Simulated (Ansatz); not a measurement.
Reaction (ligand exchange at the Si–C bond): `C[CH]([SiH3])[GeH3]` + `C[N](C)[Y]([OH])[OH]` → `C[N](C)[Y]([OH])[O][SiH3]` + `C[CH2][GeH3]`

Computed with Ansatz on PBE0-D4/def2-TZVP structures; ΔE is electronic, products minus reactants. CCSD(T)/CBS is the MP2 limit (def2-TZVPP, def2-QZVPP) plus CCSD(T) − MP2 in def2-TZVPP, frozen cores. Functionals use def2-TZVPP. Elements past krypton have def2 core potentials. For Ge, Y outer-core shells are correlated without core-valence functions, which leaves a few kJ/mol of doubt a bond. Scalar relativity is left out up to krypton. Each species was taken in one conformer, which may not be the lowest.

```json
{"level": "PBE", "ΔE (kJ/mol)": "-107.9"}
{"level": "HF/def2-QZVPP", "ΔE (kJ/mol)": "-148.3"}
{"level": "MP2/def2-QZVPP", "ΔE (kJ/mol)": "-114.9"}
{"level": "MP2/CBS(def2)", "ΔE (kJ/mol)": "-113.0"}
```

**Question.** What does CCSD(T)/CBS give? (An estimate is asked.)

**Answer.** Computed: -114.8 kJ/mol. The listed levels differ from it by 6.9, -33.5, -0.1, 1.8 kJ/mol.

Largest T1 diagnostic among the species: 0.014.

In def2-TZVPP, CCSD(T) changes the Hartree–Fock value by +28.7 kJ/mol (the triples alone add +3.9 kJ/mol) and MP2 by +30.5 kJ/mol. From PBE to PBE0 (25 % exact exchange), in def2-TZVPP and without D4, ΔE moves by −5.0 kJ/mol. The D4 term adds +8.1 kJ/mol with B3LYP and +4.2 kJ/mol with PBE0; it sums over pairs of atoms, weighted by their polarisabilities, and B3LYP, whose exchange is more repulsive, gets the larger term.

B3LYP here is the variant with VWN-RPA as its local correlation; programs differ in this.
